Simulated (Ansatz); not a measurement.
`S[S][GeH3]` + `O[SiH2]F` → `F[SiH2][O][GeH3]` + `SS` at 500 K and 1 bar (ligand exchange at a Ge–S bond).

Computed with Ansatz on PBE0-D4/def2-TZVP structures; ΔE is electronic, products minus reactants. CCSD(T)/CBS adds triple-zeta CCSD(T) − MP2 to the extrapolated MP2 energy (def2 sets, frozen cores). This one scheme is used for every species. For Ge outer-core shells are correlated without core-valence functions, which leaves a few kJ/mol of doubt a bond. Scalar relativity is left out up to krypton. Each species was taken in one conformer, which may not be the lowest.

```csv
species,CCSD(T)/CBS energy (Eh),H − E (kJ/mol),S (J/(mol·K))
`S[S][GeH3]`,-2874.07545,128.3,378.8
`O[SiH2]F`,-465.96250,118.8,315.1
`F[SiH2][O][GeH3]`,-2543.28863,171.0,418.4
`SS`,-796.74576,70.8,278.5
```

H − E and S are ideal-gas, rigid-rotor, harmonic terms from PBE0-D4/def2-TZVP, for one conformer and one mirror image of each species. 1 Eh = 2625.50 kJ/mol, R = 8.31446 J/(mol·K).

Question: By hand: ΔE, ΔH, ΔS and ΔG.

Answer: ΔE = (-2543.28863) + (-796.74576) − (-2874.07545) − (-465.96250) = 0.00356 Eh = 9.3 kJ/mol. Δ(H − E) = 171.0 + 70.8 − 128.3 − 118.8 = -5.3, so ΔH = 4.0 kJ/mol. ΔS = 418.4 + 278.5 − 378.8 − 315.1 = 3.0 J/(mol·K). ΔG = 4.0 − 500 × (3.0)/1000 = 2.5 kJ/mol.

Question: By hand: the equilibrium constant, and the temperature at which ΔG would vanish if ΔH and ΔS stayed fixed.

Answer: log₁₀ K = −ΔG/(RT ln 10) = -0.3. ΔG = 0 at ΔH/ΔS = 1333 K, though so small a ΔH makes that figure unsure.

TΔS isn't small against ΔH here. The sign of ΔG lies within the doubt. A doubt of 5 kJ/mol in ΔE shifts log₁₀ K by 0.5 here. Other conformers and mirror images would add mixing entropy, several J/(mol·K) or more a flexible species. Modes under 60 cm⁻¹, often nearly free rotors, make the harmonic entropy too high. These are equilibria of isolated gas molecules and say nothing of rates. Largest T1 diagnostic: 0.012 (customary marks: 0.02 for closed shells, 0.045 for open ones).
